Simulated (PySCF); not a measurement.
BCl2, SMILES Cl[B]Cl (connectivity only; charge and spin as stated), charge +1, multiplicity 1. Atoms are numbered in the order given.

```xyz
3

Cl     0.0000     0.0000     1.6192
B      0.0000     0.0000     0.0000
Cl     0.0000     0.0000    -1.6192
```
Charge +1, spin multiplicity 1.

The structure is a stationary point at PBE-D3(BJ)/def2-TZVP. The multiplicity is an assumed one; other spin states were not compared. The isomer is the one that the SMILES or the coordinates give; other isomers of the formula were not compared.

All values below come from M06-2X/def2-TZVPD in PySCF.

The molecule is in vacuum.

Computed frontier levels, gap, dipole moment and polarisability:
```json
{
  "highest_occupied_level": "-18.30 eV",
  "lowest_empty_level": "-7.41 eV",
  "orbital_gap": "10.89 eV",
  "dipole_moment_about_the_centre_of_nuclear_charge": "0.00 D",
  "mean_static_polarisability": "34.2 bohr³ (5.07 Å³)",
  "polarisability_principal_values": "25.1, 25.1, 52.5 bohr³"
}
```
